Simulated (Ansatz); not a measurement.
| atom | x (Å) | y (Å) | z (Å) |
| --- | --- | --- | --- |
| N | -0.0033 | 0.0045 | -0.6242 |
| N | -0.0022 | -0.0003 | 0.6256 |
| H | -0.0016 | 1.0044 | -0.9190 |
| H | -0.0004 | -0.9988 | 0.9236 |

Basis set: STO-3G (spherical functions). Frozen core: 2 orbitals. Charge 0, multiplicity 1.

Computed with Ansatz (development build ahead of 0.2.0); each method stands on the lowest determinant of its kind that the runs found. Restricted open shells among the atoms or ions are ROHF, correlated in semicanonical orbitals with singles.

Question: Give the atomization energy at this shape (free ground-state atoms in the same class of orbitals less the molecule, no zero-point energy) of singlet N₂H₂ by RHF-MP2, RHF.

Answer:

| method | atomization energy |
| --- | --- |
| RHF-MP2 | 8.40 eV |
| RHF | 5.02 eV |

This basis has no polarisation functions and is too small for such energies, which can lie far from measured ones in either direction.
